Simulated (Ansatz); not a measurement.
Input for Ansatz (an electronic-structure program): R-B3LYP/def2-TZVPP on BrHSi (SMILES [SiH]Br), atoms moved off the minimum.

Ansatz 0.2 input:
```yaml
crystal:
  periodic: [false, false, false]
  atoms:
    - {symbol: Si, position_ang: [-0.93523278, -0.78486897, 1.00660495]}
    - {symbol: H, position_ang: [-1.92529502, -1.25467599, 0.01011478]}
    - {symbol: Br, position_ang: [0.42260007, 0.28547910, -0.39042735]}
basis:
  gaussian:
    orbitals: def2-TZVPP
hamiltonian:
  xc: {name: B3LYP}
scf: {lower_state_search: off}
output: {forces: true}
```

Output:

```
WARN ansatz: RAYON_NUM_THREADS=1 ignored (pool sized by the plan → 1); use --threads N
Functional definition: B3LYP
these checks for a lower state are left out or cut short: stability, starts, cluster_reference, orbital_swaps, neighbouring_geometries, increment
integrals: 0.03 GiB planned
763 factors; their error is unknown
mean field: 0.31 GiB planned
mean field evaluation 1: about -77940.6644 eV, gradient 1.1e1 eV
mean field evaluation 2: about -77940.9379 eV, gradient 5.7e0 eV
mean field evaluation 4: about -77941.0478 eV, gradient 4.6e-1 eV
mean field evaluation 8: about -77941.4025 eV, gradient 7.1e-2 eV
mean field evaluation 16: about -77941.4025 eV, gradient 5.5e-6 eV
mean field -77941.40253832 eV, -2864.2937127031 hartree, gradient 5.5e-6 eV, S^2 0.000000; 0 other end points of the search recorded, 0 dependent functions left out
the calculation of the forces begins
reference -77941.40273605 eV, -2864.2937199694 hartree; 25, 25 occupied and 79, 79 virtual orbitals, 763 factors
Total energy: -77941.40273605 eV, -2864.2937199694 hartree
Atom 0 at    -0.935233    -0.784869     1.006605 Å, force     0.122891    -0.086096     1.060501 eV/Å
Atom 1 at    -1.925295    -1.254676     0.010115 Å, force    -0.375251    -0.140340    -0.622414 eV/Å
Atom 2 at     0.422600     0.285479    -0.390427 Å, force     0.252360     0.226437    -0.438088 eV/Å
Dipole moment:    -0.148969    -0.103339     0.061869 e Å
Checks for a lower state left out: stability, starts, cluster_reference, orbital_swaps, neighbouring_geometries, increment
```

The calculation finished and met its thresholds.

Cost: about 1.2 core-seconds (a rough figure).
